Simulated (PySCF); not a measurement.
Two species compared at the same levels of theory.

First species: C₃H₇Cl₄FSi₂.
Geometry (GFN2-xTB, Å), atoms numbered from 1 in this order:
```
atom  x, y, z in Å
F1    -0.0737   -2.1103   -1.3600
C2    -0.0931   -0.8673   -0.7063
Si3    1.7495   -0.5834   -0.1983
C4     2.0365    1.1609    0.5151
Cl5    3.7949    1.3117    0.7932
Si6   -1.4754   -1.0185    0.6099
C7    -2.2890    0.7287    0.8645
Cl8   -1.1549    1.8769    1.5962
Cl9   -3.6860    0.5596    1.9442
Cl10  -2.8439    1.3957   -0.6834
H11   -0.3877   -0.1565   -1.4859
H12    2.0856   -1.5853    0.8140
H13    2.5475   -0.7355   -1.4159
H14    1.5578    1.3308    1.4755
H15    1.7573    1.9692   -0.1568
H16   -2.5543   -1.8620    0.1050
H17   -0.9781   -1.4026    1.9285
```

Second species: C4H12NPSi2.
SMILES: `C=C(/C=N/[SiH2]P)C[SiH3]`

Levels: PBE0/pcSseg-1 for dipole moment, HOMO energy, LUMO energy and HOMO–LUMO gap; GFN2-xTB for rotational constant A and rotational constant C. Geometries: GFN2-xTB. Each structure is a single optimised conformer of the isolated species, non-relativistic unless stated. Electronic properties by PySCF.

The conformers computed, where there is a choice (atom-mapped SMILES and torsion angles):
- `[F:1][C@H:2]([SiH2:3][CH2:4][Cl:5])[SiH2:6][C:7]([Cl:8])([Cl:9])[Cl:10]`: F1–C2–Si3–C4 172°, C2–Si3–C4–Cl5 -175°, F1–C2–Si6–C7 -148°, C2–Si6–C7–Cl8 -67°
- `[CH2:1]=[C:2](/[CH:3]=[N:4]/[SiH2:5][PH2:6])[CH2:7][SiH3:8]`: C1–C2–C3–N4 179°, C3–N4–Si5–P6 107°, C1–C2–C7–Si8 -100°, H–P6–Si5–N4 73°, H–P6–Si5–N4 166°

```csv
property,column X,column Y
dipole moment,1.68 D,1.04 D
HOMO energy,-7.09 eV,-8.17 eV
LUMO energy,-1.73 eV,-1.29 eV
HOMO–LUMO gap,5.36 eV,6.88 eV
rotational constant A,1.641 GHz,0.775 GHz
rotational constant C,0.515 GHz,0.249 GHz
```

Question: Which column belongs to which species?

Answer: Column X is the second species and column Y the first. The first has 17 atoms and 130 electrons, the second 20 and 86.

Question: How does each property change from the first species to the second?

Answer: dipole moment +0.64 D; HOMO energy +1.08 eV; LUMO energy -0.44 eV; HOMO–LUMO gap -1.52 eV; rotational constant A +0.866 GHz; rotational constant C +0.266 GHz.

On the first: In atomic units the dipole is 0.41 e·bohr (1 au = 2.5417 D).

On the second: In atomic units the dipole is 0.66 e·bohr (1 au = 2.5417 D).
